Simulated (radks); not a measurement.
Species: neutral xenon. Configuration: [Xe].

Calculated with a radial shooting solver on a logarithmic mesh with Libxc functionals: scalar-relativistic Kohn-Sham, PBE, spin-polarised, spherical densities, finite nucleus; Fermi nuclear charge, rms radius 4.7859 fm; hard spherical wall at 3 bohr.

Energy parts (hartree):
total: -7444.57681
kinetic: 7841.87327
electron-nucleus: -18069.59243
Hartree: 2970.84713
exchange-correlation: -187.70477

Orbitals (lengths in bohr, moments of r in powers of bohr):
orbital,occ.,eigenvalue (hartree),<r>,<r^4>,<r^2>
1s,2,-1262.258,0.02666,2.435e-06,0.0009638
2s,2,-195.7847,0.1146,0.0004122,0.01549
2p,6,-175.5965,0.1003,0.0002987,0.01228
3s,2,-39.43852,0.3065,0.01750,0.1073
3p,6,-32.91856,0.3045,0.01836,0.1075
3d,10,-23.24823,0.2810,0.01587,0.09337
4s,2,-6.53911,0.7188,0.5019,0.5837
4p,6,-4.48220,0.7687,0.6930,0.6737
4d,10,-1.49580,0.8905,1.459,0.9279
5s,2,-0.11447,1.655,11.33,2.985
5p,6,0.42821,1.749,13.70,3.319
4f,0,1.31573,1.425,8.394,2.350
5d,0,1.32521,1.838,17.01,3.704
6s,0,2.64802,1.819,19.88,3.798

The highest occupied level is 5p at 11.652 eV. The pressure on the wall is 1170 GPa.
